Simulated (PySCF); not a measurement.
A thermochemical cycle for KRb

PBE0 in PySCF with def2-SVP on every atom (core potentials on Rb), for the lowest determinant that a PBE0 search found; no spin–orbit coupling. KRb, a singlet (closed shell), has De = 0.48 eV to neutral atoms, and KRb⁺, a doublet (σ ↑), has De = 0.73 eV to K + Rb⁺.

At the same level the Rb atom ionises at 4.21 eV.

Task: What is the adiabatic ionisation energy of the molecule, and does ionisation strengthen or weaken the bond?

Result: IE = IE(Rb) + De(neutral) − De(ion) = 4.21 + 0.48 − 0.73 = 3.96 eV. De changes by +0.25 eV, so ionisation strengthens the bond.

Closed-shell solutions of metal pairs were not tested for spin polarisation, which can lower them a little. Weak bonds: KRb. Basis-set superposition, not corrected here, can be much of De in a small basis, most of all at correlated wavefunction levels. Spin–orbit coupling is left out. For an ion De counts to the pair picked by the measured ionisation energies or electron affinities, which need not be the lowest pair at this level. States were picked by a PBE0 search and need not be the measured ground states.
